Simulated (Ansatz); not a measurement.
`CC(O)([SiH3])Cl` → `[CH2]` (triplet) + `OC([SiH3])Cl` at 600 K and 1 bar (formal loss of a carbene).

Gas-phase electronic energies from Ansatz, PBE0-D4/def2-TZVP geometries. CBS: MP2 limit from def2 TZ/QZ plus the TZ coupled-cluster correction, frozen cores. This one scheme is used for every species. Triplets are unrestricted, without spin–orbit coupling. One conformer a species, not always the lowest.

```
          species  CCSD(T)/CBS energy (Eh)  H − E (kJ/mol)  S (J/(mol·K))
`CC(O)([SiH3])Cl`               -904.34029           291.8          450.6
`[CH2]` (triplet)                -39.09499            66.5          220.8
   `OC([SiH3])Cl`               -865.07237           205.4          402.3
```

H − E and S are ideal-gas, rigid-rotor, harmonic terms from PBE0-D4/def2-TZVP, for one conformer and one mirror image of each species, with the whole ground term of open shells counted as degenerate. 1 Eh = 2625.50 kJ/mol, R = 8.31446 J/(mol·K).

Q: By hand: ΔE, ΔH, ΔS and ΔG.

A: ΔE = (-39.09499) + (-865.07237) − (-904.34029) = 0.17293 Eh = 454.0 kJ/mol. Δ(H − E) = 66.5 + 205.4 − 291.8 = -19.9, so ΔH = 434.1 kJ/mol. ΔS = 220.8 + 402.3 − 450.6 = 172.5 J/(mol·K). ΔG = 434.1 − 600 × (172.5)/1000 = 330.6 kJ/mol.

Q: By hand: the equilibrium constant, and the temperature at which ΔG would vanish if ΔH and ΔS stayed fixed.

A: log₁₀ K = −ΔG/(RT ln 10) = -28.8. ΔG = 0 at ΔH/ΔS = 2517 K, far beyond where these terms or the molecules hold.

The number of gas molecules changes by +1, which sets the sign of ΔS. A doubt of 5 kJ/mol in ΔE shifts log₁₀ K by 0.4 here. Other conformers and mirror images would add mixing entropy, several J/(mol·K) or more a flexible species. A triplet takes part, so the spin changes. These are equilibria of isolated gas molecules and say nothing of rates. Largest T1 diagnostic: 0.011 (customary marks: 0.02 for closed shells, 0.045 for open ones).
